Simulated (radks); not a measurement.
Se, configuration [Ar] 3d10 4s2 4p4.

Method: Dirac Kohn-Sham, PBE, spin-unpolarised, spherical densities, point nucleus; open shells fill j = l - 1/2 first; computed with a radial shooting solver on a logarithmic mesh with Libxc functionals.

Energy parts (eV):
| part | energy |
|---|---|
| total | -66126.940 |
| kinetic | 67712.635 |
| electron-nucleus | -159666.978 |
| Hartree | 28219.413 |
| exchange-correlation | -2392.010 |

Orbitals (lengths in bohr, moments of r in powers of bohr; r(90%) holds 90 % of the orbital's charge):
| orbital | occ. | eigenvalue (eV) | <r^2> | r(90%) | <1/r> | small-component weight |
|---|---|---|---|---|---|---|
| 1s1/2 | 2 | -12500.87 | 0.002616 | 0.0788 | 34.56 | 1.52e-02 |
| 2s1/2 | 2 | -1606.362 | 0.04521 | 0.303 | 7.685 | 2.98e-03 |
| 2p1/2 | 2 | -1441.015 | 0.03486 | 0.276 | 7.650 | 2.97e-03 |
| 2p3/2 | 4 | -1399.255 | 0.03632 | 0.281 | 7.414 | 2.91e-03 |
| 3s1/2 | 2 | -213.3321 | 0.3794 | 0.856 | 2.499 | 7.06e-04 |
| 3p1/2 | 2 | -156.7952 | 0.3982 | 0.892 | 2.378 | 6.54e-04 |
| 3p3/2 | 4 | -150.9227 | 0.4126 | 0.908 | 2.321 | 6.36e-04 |
| 3d3/2 | 4 | -53.5433 | 0.4939 | 1.04 | 2.040 | 5.13e-04 |
| 3d5/2 | 6 | -52.6489 | 0.5008 | 1.05 | 2.025 | 5.08e-04 |
| 4s1/2 | 2 | -17.2257 | 3.713 | 2.69 | 0.7380 | 9.54e-05 |
| 4p1/2 | 2 | -6.7203 | 6.108 | 3.54 | 0.5819 | 6.08e-05 |
| 4p3/2 | 2 | -6.3464 | 6.395 | 3.62 | 0.5680 | 5.83e-05 |

The highest occupied level is 4p3/2 at -6.346 eV. Summed over all electrons, <r^2> = 40.93 bohr^2, which gives a Langevin (diamagnetic) susceptibility term of -32.4 x 10^-6 cm^3/mol. The density falls to 0.001 e/bohr^3 at r = 4.28 bohr.
